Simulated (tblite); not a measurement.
Start geometry of `CC[Si@H](C)CCl` from a force field or distance geometry (Å):
```
atom  x, y, z in Å
C1     2.047   -0.968    0.522
C2     1.112    0.246    0.631
Si3   -0.315    0.279   -0.575
C4    -1.306    1.858   -0.368
C5    -1.394   -1.225   -0.432
Cl6   -2.094   -1.323    1.190
H7     2.850   -0.888    1.251
H8     1.506   -1.895    0.716
H9     2.493   -1.032   -0.472
H10    1.705    1.151    0.501
H11    0.712    0.282    1.658
H12    0.256    0.306   -1.944
H13   -0.677    2.731   -0.505
H14   -2.125    1.897   -1.081
H15   -1.732    1.924    0.649
H16   -0.827   -2.140   -0.602
H17   -2.220   -1.192   -1.149
```

**Question.** What comes out of this run: GFN2-xTB geometry optimisation, gas phase in tblite?

**Answer.** 
```
atom  x, y, z in Å
C1     2.0354   -0.9785    0.5244
C2     1.1465    0.2555    0.6544
Si3   -0.2569    0.3314   -0.6321
C4    -1.3349    1.8711   -0.3728
C5    -1.3720   -1.2206   -0.4390
Cl6   -2.0327   -1.2828    1.2195
H7     2.8383   -0.9544    1.2593
H8     1.4586   -1.8856    0.6857
H9     2.4826   -1.0299   -0.4657
H10    1.7674    1.1481    0.5634
H11    0.7220    0.2776    1.6599
H12    0.2765    0.2717   -2.0052
H13   -0.7548    2.7816   -0.4838
H14   -2.1449    1.9065   -1.0948
H15   -1.7785    1.8797    0.6188
H16   -0.8325   -2.1518   -0.5915
H17   -2.2270   -1.2074   -1.1102
```

The energy falls by 0.100 eV over 49 L-BFGS steps, the largest force on an atom goes from 1.46 to 0.008 eV/Å, and the atoms move by 0.058 Å rms after alignment. The bond that changes most is Si3–C5 (SiH silicon to sp3 C–Cl carbon), which lengthens by 0.064 Å. Bonds longer at the end by more than 0.005 Å: 4 of 16; shorter: 5. Among the angles that change most is C4–Si3–H12, from 106.8° to 111.4°. Rotational constants go from 2392, 1608, 1161 to 2320, 1624, 1164 MHz. The orientation of the end geometry is arbitrary; only internal coordinates are fixed.

Hardware: one thread of an Arm Neoverse V1 (shared host). Cost: 0.33 s.

Its GFN2-xTB frequencies are all real (lowest 27 cm⁻¹). One conformer, not necessarily the lowest. 2 starts were optimised and ended at 0.00 and 0.24 kcal/mol (GFN2-xTB); the lowest of these is shown.

These are computed values.
